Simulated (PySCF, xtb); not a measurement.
C4H8BN, SMILES C1C=CCB1N. One conformer was computed; it need not be the lowest.

Harmonic wavenumbers (cm⁻¹) from GFN2-xTB in xtb at its own minimum, in rising order: 104, 287, 322, 343, 517, 519, 598, 715, 727, 735, 752, 824, 878, 891, 1008, 1010, 1078, 1107, 1118, 1128, 1233, 1238, 1311, 1435, 1453, 1455, 1547, 1702, 2932, 2932, 2962, 2962, 3063, 3080, 3481, 3515.

Q: What does PySCF 2.14.0 with B3LYP-D3(BJ)/def2-SVP give at its own minimum? (The exact figures need the calculation; the answer reports its results.)

A: 86, 314, 354, 364, 532, 537, 560, 690, 732, 761, 763, 836, 915, 945, 954, 984, 1109, 1112, 1131, 1147, 1213, 1249, 1367, 1403, 1404, 1441, 1609, 1688, 2997, 3000, 3023, 3024, 3147, 3172, 3585, 3679. Paired by order, the mean absolute difference is 40 cm⁻¹ and the zero-point energies are 72.9 and 74.1 kcal/mol.
